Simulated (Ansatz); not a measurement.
**Worked example: CHBrClF + SnHF2 → CHBrCl + SnHF3**

Species: CHBrClF (bromochlorofluoromethane) `FC(Cl)Br`, singlet; SnHF2 `[F][SnH][F]`, doublet; CHBrCl `Cl[CH]Br`, doublet; SnHF3 `[F][SnH]([F])[F]`, singlet. A radical takes F: the energy is the difference in strength between the C–F bond broken and the Sn–F bond made.

Shapes, held fixed at every level: PBE0-D4/def2-TZVP. Programs: Ansatz 0.2.0. The zero-point and thermal change to 298 K, harmonic and unscaled (PBE0-D4/def2-TZVP), is -4.5 kJ/mol.

At CCSD(T)/def2-TZVPP; 1 Eh = 2625.50 kJ/mol:

| species | energy (Eh) |
| --- | --- |
| CHBrClF | -3170.795606 |
| SnHF2 | -413.763209 |
| CHBrCl | -3070.999764 |
| SnHF3 | -513.569482 |

Problem. Work out ΔH(298 K) of the reaction at this level.

Solution. 
1. Products less reactants: (-3070.999764) + (-513.569482) − [(-3170.795606) + (-413.763209)] = -0.010431 Eh = -27.4 kJ/mol.
2. With the thermal change: -27.4 + (-4.5) = -31.9 kJ/mol.

Other levels give -52.9 (HF/def2-TZVPP) to -17.5 kJ/mol (wB97M-V/def2-TZVPP). No measured value is set beside it here. Open shells run unrestricted. For atoms past krypton def2 sets carry core potentials with scalar relativity. Relativity is left out for Br. Outer-core shells of Br, Sn are correlated, in sets that cover them unevenly.
